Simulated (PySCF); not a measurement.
C2H5ClOSi, SMILES C=CO[SiH2]Cl.

Coordinates come from a B3LYP-D3(BJ)/def2-SVP optimisation. A frequency run showed that this geometry is not a minimum. This is a generated structure with no PubChem entry under its InChIKey; it may be hypothetical. The values are those of a single conformer.

All values below come from PySCF with CAM-B3LYP/def2-TZVP.

Symmetry labels are those of the subgroup Cs that the program uses (full group Cs).

Computed valence orbital energies around the gap with their symmetry:
| orbital | symmetry | energy (eV) |
|---|---|---|
| HOMO−7 | A" | -13.81 |
| HOMO−6 | A' | -12.83 |
| HOMO−5 | A' | -12.55 |
| HOMO−4 | A" | -11.98 |
| HOMO−3 | A' | -11.14 |
| HOMO−2 | A' | -10.97 |
| HOMO−1 | A" | -10.51 |
| HOMO | A" | -8.46 |
| LUMO | A' | 1.05 |
| LUMO+1 | A" | 1.38 |
| LUMO+2 | A' | 1.50 |
| LUMO+3 | A' | 2.38 |
